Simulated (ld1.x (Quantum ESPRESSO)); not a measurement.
oxygen (O): one change to a TM semilocal potential, before and after

ld1.x (Quantum ESPRESSO) 7.5 input, shortened:

```
&input
   title='O', zed=8., rel=0, dft='PBE', iswitch=3,
   config='[He] 2s1.75 2p4.25 3d-2'
 /
 &inputp
   pseudotype=1, tm=.true., lloc=0,
   nlcc=.false.
 /
3
2P  2  1   4.25   0.00  1.95  1.95  0.0
3D  3  2  -2.00  -0.15  1.95  1.95  0.0
2S  1  0   1.75   0.00  0.90  0.90  0.0
 &test
   configts(1)='2s1.75 2p4.25'
 /
```

Change: wave 2s (bound): rc 0.90 bohr becomes 2s (bound): rc 1.20 bohr.

Cutoffs: the cutoffs (Ry, on a coarse ladder) from which the occupation-weighted sum of valence levels, in a spherical-Bessel basis at the reference potential, stays within 10 and 1 mRy of its value at 400 Ry; they do not see the model core or the augmentation charge, which bear on the density cutoff. Errors are all-electron minus pseudo energies relative to the spin-unpolarised reference configuration.

Q: How do hardness, ghosts and transferability respond?

A: The potential gets softer (70 Ry and 160 Ry → 45 Ry and 100 Ry); of the 7 tests that both files solve, the error grows in 3 and shrinks in 0 by more than 15 % and 0.3 meV (median size 16.6 → 33.9 meV); the range in which the s phases agree narrows (upper end at the end of the scan → 1.7); neither file shows a bound ghost. A larger radius leaves more room for a smooth pseudo-wave, so fewer plane waves are needed. More of the atom is replaced by a form fitted at one configuration, so other configurations suffer. A semilocal file is local in each channel, so a ghost entry of none says nothing of the separable form that plane-wave codes build from it.

```tsv
quantity	base	changed
cutoff, loose	70 Ry	45 Ry
cutoff, tight	160 Ry	100 Ry
loose cutoff by channel (10 mRy a level)	p 35 Ry, s 60 Ry	p 35 Ry, s 40 Ry
bound ghosts	none	none
error for 2s2 2p4, meV [ΔE -3.72 eV]	-0.2	+0.5
error for 2s2 2p3, meV [ΔE 12.72 eV]	+65	+75
error for 2s2 2p2, meV [ΔE 46.31 eV]	+522	+568
error for 2s1 2p5, meV [ΔE 11.18 eV]	-1.6	+8.1
error for 2s2 2p4.3, meV [ΔE -5.85 eV]	-9.5	-9.3
error for 2s0 2p6, meV [ΔE 26.11 eV]	-17	+34
error for 2s2 2p0, meV [ΔE 177.09 eV]	+6069	+6346
s: phases at 2.15 bohr within 0.05 rad from the reference energy up to (Ry; the scan ends near 5)	to the end of the scan	1.7
p: phases at 2.15 bohr within 0.05 rad from the reference energy up to (Ry; the scan ends near 5)	0.9	0.9
d: phases at 2.15 bohr within 0.05 rad from the reference energy up to (Ry; the scan ends near 5)	to the end of the scan	to the end of the scan
```
